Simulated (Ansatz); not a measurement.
AlFH$_{2}$S$_{2}$, SMILES `[F][Al]([SH])[SH]`. The species carries charge 0 and has multiplicity 1.

```xyz
6

F     0.081   -0.687    1.547
Al    0.002   -0.019    0.044
S    -1.297    1.678   -0.297
S     1.200   -0.857   -1.553
H    -1.693    1.679    0.989
H     1.706   -1.794   -0.730
```

List the harmonic frequencies (cm⁻¹, unscaled) at PBE0-D4/def2-TZVP in Ansatz. (Best estimate.)

Ansatz gave: 121, 185, 186, 214, 269, 400, 591, 626, 669, 868, 2703, 2703.

Is this a minimum?

Yes, all 12 modes are real.

Give the ideal-gas thermochemistry at 298.15 K and 1 bar (rigid rotor, harmonic oscillator; point group C2v, symmetry number 2).

Zero-point energy 57.0 kJ/mol; H(298) − E = 76.6 kJ/mol; entropy 334.2 J/(mol·K), of which translation 167.7, rotation 109.6, vibration 56.9; G(298) − E = -23.0 kJ/mol.

And at 400, 500, 600, 800 and 1000 K?


| T (K) | H − E (kJ/mol) | S (J/mol/K) | G − E (kJ/mol) |
| --- | --- | --- | --- |
| 400 | 86.5 | 362.6 | -58.6 |
| 500 | 96.8 | 385.6 | -96.0 |
| 600 | 107.6 | 405.2 | -135.6 |
| 800 | 130.0 | 437.5 | -220.0 |
| 1000 | 153.3 | 463.5 | -310.2 |
